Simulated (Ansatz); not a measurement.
A structure relaxed at B3LYP/def2-SVP in Ansatz, charge 0, singlet:

Cartesian coordinates in Å:
```
Na 1.831 0.422 -2.830
Na 0.740 -2.929 -1.559
Na 2.229 -0.513 0.585
Na -2.751 1.361 1.182
K -1.271 -2.360 1.641
K 0.759 1.123 3.668
K -2.067 -0.173 -2.278
K 0.530 3.068 -0.410
```

Q: Give its formula and point group.

A: the cluster K₄Na₄. Point group Cs (tolerance 0.1 Å).

Q: Summarise the bond lengths by kind (pairs closer than 1.2 times the sum of covalent radii, bridged metal pairs left out).

A: 11 × K–Na 3.79 to 4.31 Å; 4 × K–K 4.51 to 4.56 Å; 3 × Na–Na 3.56 to 3.75 Å.

The restricted singlet is unstable towards broken spin symmetry in Hartree–Fock (as tested in another run); at B3LYP/def2-SVP this wasn't settled. The structure comes from a short search, and lower isomers may exist.
